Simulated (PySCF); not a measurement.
C2F3O, SMILES O=[C]C(F)(F)F, multiplicity 2.

Geometry: r2SCAN-D4/def2-SVP. The isomer is the one that the SMILES or the coordinates give; other isomers of the formula were not compared.

Calculation: CAM-B3LYP/def2-TZVP run with PySCF.

Isolated molecule, no solvent.

```yaml
total_energy: -450.96946 hartree
point_group: Cs
"α spin, highest occupied and lowest empty level": -8.94 and -0.96 eV
"β spin, highest occupied and lowest empty level": -13.14 and -1.99 eV
dipole_moment: 0.47 D
quadrupole, principal values (traceless, Buckingham form, about the centre of nuclear charge): -2.87, 0.65, 2.22 D·Å
mean_static_polarisability: 27.6 bohr³ (4.09 Å³)
polarisability_principal_values: 23.8, 26.2, 32.7 bohr³
"⟨S²⟩": 0.754 (pure state 0.75)
```
